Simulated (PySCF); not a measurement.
C2H3Cl2FSi, SMILES C(Cl)(=C(F)[SiH3])Cl.

Coordinates come from a B3LYP-D3(BJ)/def2-SVP optimisation. The structure was generated by enumeration, and PubChem lists no compound with its InChIKey, so it may never have been made.

These are CAM-B3LYP/def2-TZVP (PySCF) values and carry that method's errors.

Computed frontier levels, gap, dipole moment and polarisability:
| Item | Result |
|---|---|
| highest occupied level | -8.71 eV |
| lowest empty level | 0.04 eV |
| orbital gap | 8.75 eV |
| dipole moment | 1.29 D |
| quadrupole, principal values (traceless, Buckingham form, about the centre of nuclear charge) | -3.34, -0.55, 3.89 D·Å |
| mean static polarisability | 75.4 bohr³ (11.18 Å³) |
| polarisability, principal values | 52.3, 76.8, 97.3 bohr³ |
